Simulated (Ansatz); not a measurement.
Geometry optimisation, Ansatz 0.2.0, RKS PBE/def2-SVP.

The input (input.yaml):

```yaml
crystal:
  periodic: [false, false, false]
  atoms:
    - { symbol: Mo, position_ang: [0.0, 0.0, 0.0] }
    - { symbol: F, position_ang: [0.0, 0.0, 1.77] }
    - { symbol: Cl, position_ang: [2.31, 0.0, 0.0] }
    - { symbol: F, position_ang: [0.0, 1.77, 0.0] }
    - { symbol: Cl, position_ang: [-2.31, 0.0, 0.0] }
    - { symbol: Cl, position_ang: [0.0, -2.31, 0.0] }
    - { symbol: Cl, position_ang: [0.0, 0.0, -2.31] }
basis:
  gaussian: { orbitals: def2-SVP }
hamiltonian:
  xc: pbe
relax:
  f_tol: 0.02
  max_steps: 40
```

Launched with:

```bash
$ ansatz run input.yaml --threads 4 --pin off --max-ram 5120MiB --backend cpu --events-out ev --progress --plain --runs-dir out
```

Question: Where does it end, and by what steps?

Answer: The forces met the threshold. After 4 steps the energy has fallen by 0.276 eV; Mo1 moved furthest, 0.06 Å.

| step | energy less start (eV) | largest force component (eV/Å) | accepted |
| --- | --- | --- | --- |
| 0 | 0.0000 | 3.158 | yes |
| 1 | -0.2394 | 1.037 | yes |
| 2 | -0.2718 | 0.179 | yes |
| 3 | -0.2732 | 0.134 | yes |
| 4 | -0.2757 | 0.003 | yes |

```xyz
7
Properties=species:S:1:pos:R:3
Mo 0.000 -0.044 -0.044
F 0.000 -0.007 1.820
Cl 2.309 0.013 0.013
F 0.000 1.820 -0.007
Cl -2.309 0.013 0.013
Cl 0.000 -2.341 0.005
Cl 0.000 0.005 -2.341
```

Whether the end is a true minimum wasn't checked by a vibrational analysis.

The run took 9.3 s on 4 threads of Arm Neoverse V2, with other jobs on the host, peak memory 0.21 GiB.
